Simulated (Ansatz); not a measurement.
Born–Oppenheimer molecular dynamics of CH$_{4}$AlClOS (9 atoms, charge 0, multiplicity 1). It starts from a relaxed structure.

Level of theory: UKS r2SCAN-D4/STO-3G in Ansatz.

* ensemble: NVT, Langevin thermostat
* time step: 0.5 fs
* steps asked: 76
* set temperature: 3000 K
* friction: 0.05 /fs
* seed: 669093

Frames 1 fs apart, positions in Å.

Velocities at 0 fs (Å/ps):

```
C -23.86 4.35 -9.78
S -6.93 -2.87 -7.73
Al 11.72 0.63 -1.17
O -7.77 -7.60 8.53
Cl 8.62 -0.28 6.85
H -17.01 20.46 -102.38
H 18.71 66.01 4.97
H -25.53 55.03 -9.81
H 34.97 11.68 124.37
```

```xyz
9
Properties=species:S:1:pos:R:3 time_fs=0 energy_less_start_eV=0.000 T=2667
C 1.433 0.232 0.802
S 0.920 1.110 -0.724
Al -0.937 0.159 -0.948
O -1.445 -1.020 0.161
Cl -2.210 0.635 -2.537
H 0.754 0.419 1.648
H 2.429 0.600 1.086
H 1.506 -0.858 0.661
H -2.361 -1.324 -0.166
9
Properties=species:S:1:pos:R:3 time_fs=1 energy_less_start_eV=0.278 T=1965
C 1.407 0.241 0.786
S 0.913 1.110 -0.734
Al -0.925 0.162 -0.949
O -1.450 -1.024 0.167
Cl -2.203 0.633 -2.530
H 0.737 0.432 1.557
H 2.436 0.652 1.085
H 1.486 -0.810 0.658
H -2.340 -1.315 -0.056
9
Properties=species:S:1:pos:R:3 time_fs=2 energy_less_start_eV=0.648 T=1580
C 1.380 0.250 0.766
S 0.909 1.110 -0.745
Al -0.916 0.166 -0.946
O -1.455 -1.026 0.169
Cl -2.200 0.629 -2.526
H 0.701 0.444 1.493
H 2.424 0.695 1.077
H 1.476 -0.787 0.668
H -2.331 -1.328 0.022
9
Properties=species:S:1:pos:R:3 time_fs=3 energy_less_start_eV=0.681 T=1457
C 1.361 0.261 0.744
S 0.904 1.105 -0.756
Al -0.908 0.171 -0.944
O -1.455 -1.027 0.164
Cl -2.198 0.624 -2.524
H 0.650 0.453 1.466
H 2.399 0.722 1.066
H 1.490 -0.775 0.660
H -2.339 -1.342 0.083
9
Properties=species:S:1:pos:R:3 time_fs=4 energy_less_start_eV=0.462 T=1784
C 1.348 0.273 0.722
S 0.896 1.098 -0.767
Al -0.902 0.178 -0.939
O -1.451 -1.026 0.154
Cl -2.196 0.617 -2.524
H 0.598 0.451 1.478
H 2.344 0.754 1.055
H 1.510 -0.790 0.632
H -2.386 -1.354 0.143
9
Properties=species:S:1:pos:R:3 time_fs=5 energy_less_start_eV=0.619 T=1778
C 1.341 0.285 0.704
S 0.886 1.090 -0.778
Al -0.899 0.185 -0.930
O -1.449 -1.024 0.145
Cl -2.197 0.610 -2.524
H 0.541 0.462 1.507
H 2.278 0.776 1.046
H 1.539 -0.806 0.595
H -2.443 -1.367 0.221
9
Properties=species:S:1:pos:R:3 time_fs=6 energy_less_start_eV=1.095 T=2121
C 1.334 0.302 0.686
S 0.875 1.084 -0.792
Al -0.896 0.188 -0.922
O -1.449 -1.017 0.142
Cl -2.194 0.599 -2.525
H 0.506 0.442 1.525
H 2.220 0.768 1.056
H 1.551 -0.802 0.554
H -2.491 -1.393 0.293
9
Properties=species:S:1:pos:R:3 time_fs=7 energy_less_start_eV=1.550 T=2068
C 1.323 0.318 0.668
S 0.861 1.079 -0.804
Al -0.898 0.190 -0.911
O -1.454 -1.012 0.142
Cl -2.192 0.586 -2.524
H 0.485 0.420 1.517
H 2.140 0.758 1.087
H 1.535 -0.781 0.519
H -2.508 -1.407 0.354
9
Properties=species:S:1:pos:R:3 time_fs=8 energy_less_start_eV=1.729 T=1747
C 1.308 0.326 0.652
S 0.846 1.076 -0.814
Al -0.904 0.190 -0.900
O -1.455 -1.012 0.142
Cl -2.189 0.572 -2.520
H 0.487 0.390 1.494
H 2.073 0.763 1.106
H 1.504 -0.762 0.489
H -2.495 -1.403 0.383
9
Properties=species:S:1:pos:R:3 time_fs=9 energy_less_start_eV=1.338 T=2374
C 1.286 0.327 0.638
S 0.831 1.076 -0.824
Al -0.912 0.187 -0.888
O -1.450 -1.014 0.143
Cl -2.189 0.556 -2.516
H 0.485 0.346 1.461
H 2.059 0.789 1.146
H 1.460 -0.750 0.484
H -2.443 -1.390 0.359
9
Properties=species:S:1:pos:R:3 time_fs=10 energy_less_start_eV=1.124 T=2270
C 1.264 0.327 0.626
S 0.816 1.077 -0.835
Al -0.919 0.181 -0.874
O -1.443 -1.016 0.143
Cl -2.188 0.542 -2.513
H 0.461 0.305 1.430
H 2.076 0.831 1.203
H 1.421 -0.751 0.495
H -2.390 -1.352 0.320
9
Properties=species:S:1:pos:R:3 time_fs=11 energy_less_start_eV=1.336 T=2242
C 1.242 0.327 0.615
S 0.798 1.081 -0.844
Al -0.925 0.174 -0.865
O -1.434 -1.018 0.146
Cl -2.185 0.529 -2.511
H 0.435 0.246 1.389
H 2.092 0.860 1.250
H 1.396 -0.763 0.533
H -2.340 -1.305 0.258
```

Of the whole run (38 fs, mean temperature of the second half 2971 K): A run of 0.038 ps of so small a system gives no equilibrium averages. Limits of this set-up: minimal basis.

Time of the run: 8.6 min on 1 thread of Arm Neoverse V1, on a shared host, peak memory 0.18 GiB.
